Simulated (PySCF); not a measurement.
Molecule: C₄H₂FS (charge 0, doublet). It need not be the lowest isomer of its formula. 
Structure (B3LYP-D3(BJ)/def2-TZVP (Ansatz) minimum search):
```
C
F 1 1.3415
C 1 1.3595 2 123.12
H 3 1.0768 1 128.49 2 0.00
C 1 1.4299 2 121.23 3 180.00
C 5 1.3498 1 107.86 2 -180.00
H 5 1.0786 6 127.57 1 180.00
S 6 1.6973 5 116.36 7 -180.00
```
Charge 0, spin multiplicity 2.

Dispersion corrections to the total energy (kcal/mol) from the dftd3 and dftd4 libraries through PySCF: D3(BJ) without and D4 with the three-body term, each with the damping fitted for the functional named.

```json
[
 {"functional": "PBE", "D3(BJ)": "-4.96", "D4": "(withheld)"},
 {"functional": "TPSSh", "D3(BJ)": "-5.78", "D4": "(withheld)"},
 {"functional": "r2SCAN", "D3(BJ)": "-1.31", "D4": "-1.20"},
 {"functional": "PW6B95", "D3(BJ)": "-2.57", "D4": "-4.74"},
 {"functional": "HSE06", "D3(BJ)": "-3.28", "D4": "-4.02"},
 {"functional": "LC-wPBE", "D3(BJ)": "-4.74", "D4": "-5.82"},
 {"functional": "PBE0", "D3(BJ)": "-4.30", "D4": "(withheld)"}
]
```

Task: What belongs in the gaps?

Result: 
- PBE, D4: -5.21
- TPSSh, D4: -6.37
- PBE0, D4: -4.34
